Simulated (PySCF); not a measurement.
C2H7NSi, SMILES N1C[SiH2]C1.

Coordinates come from a PBE0-D3(BJ)/def2-SVP optimisation.

Calculation: PBE0-D3(BJ)/def2-SVP (PySCF).

Frequencies are harmonic and unscaled.

| mode | ν (cm⁻¹) | IR (km/mol) | moving atoms (share of kinetic energy) |
|---|---|---|---|
| 1 | 176 | 3.9 | H 49 %, N 26 %, C 22 % |
| 2 | 408 | 15.2 | H 58 %, N 18 %, Si 13 %, C 11 % |
| 3 | 539 | 0.3 | H 96 % |
| 4 | 543 | 78.1 | H 60 %, Si 21 %, N 13 % |
| 5 | 637 | 70.1 | H 46 %, Si 25 %, C 22 % |
| 6 | 647 | 1.3 | C 45 %, H 43 %, Si 12 % |
| 7 | 778 | 101.0 | H 74 %, Si 16 %, C 9 % |
| 8 | 835 | 13.4 | H 50 %, C 39 % |
| 9 | 845 | 44.6 | H 79 %, C 15 % |
| 10 | 870 | 11.4 | H 65 %, C 22 % |
| 11 | 953 | 99.6 | H 94 % |
| 12 | 1007 | 14.2 | C 39 %, H 33 %, N 27 % |
| 13 | 1099 | 6.6 | H 41 %, C 35 %, N 24 % |
| 14 | 1135 | 23.4 | H 70 %, C 25 % |
| 15 | 1153 | 3.6 | H 81 %, C 11 %, N 9 % |
| 16 | 1176 | 9.1 | H 78 %, C 11 %, N 10 % |
| 17 | 1239 | 8.3 | H 61 %, C 31 % |
| 18 | 1398 | 8.3 | H 70 %, N 18 %, C 11 % |
| 19 | 1455 | 0.0 | H 93 % |
| 20 | 1483 | 4.0 | H 90 %, C 9 % |
| 21 | 2225 | 128.5 | H 97 % |
| 22 | 2243 | 115.5 | H 96 % |
| 23 | 2979 | 58.4 | H 94 % |
| 24 | 2986 | 63.8 | H 94 % |
| 25 | 3107 | 16.7 | H 91 %, C 9 % |
| 26 | 3107 | 28.3 | H 91 %, C 9 % |
| 27 | 3550 | 2.6 | H 93 % |
